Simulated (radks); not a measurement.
Neutral terbium inside a hard spherical wall (all orbitals vanish at R), configuration held at [Xe] 4f9 6s2 and not refilled when levels cross. Method: scalar-relativistic Kohn-Sham, r2SCAN, spin-unpolarised, spherical densities, finite nucleus; meta-GGA in the generalised Kohn-Sham scheme; Fermi nuclear charge, rms radius 5.06 fm; computed with a radial shooting solver on a logarithmic mesh with Libxc functionals. Eigenvalues in eV, with the zero of energy where the potential of the charges vanishes at infinity; a dash marks a level that is unbound or too diffuse for the functional's potential to be trusted. A positive occupied level is held by the wall or, in an anion where self-interaction has pushed it up, behind a barrier. The pressure on the wall is -dE/dV.

R (bohr)  E (hartree)  kinetic (hartree)    e(5s)    e(5p)   e(6s)   e(4f)  e(5d, empty)  e(6p, empty)  pressure (GPa)
free      -11709.2051          12601.387  -48.990  -25.806  -3.783  -2.895        -1.141        -1.057               0
7         -11709.1583          12601.651  -47.636  -24.476  -2.481  -1.568         0.152         1.368            2.06
6         -11709.0868          12601.954  -46.575  -23.456  -1.036  -0.512         1.263         3.750            7.20
4         -11708.2915          12604.919  -41.156  -18.350  11.346   5.345         8.149        21.713             158
3.5       -11707.4909          12607.932  -37.644  -14.880  21.891   9.490        13.205        35.510             442
3         -11705.6805          12614.643  -31.384   -8.247  42.793  17.116        22.766        61.178            1430
2.5       -11701.0639          12630.843  -18.765    6.128  87.792  32.015        42.845        113.24            5550
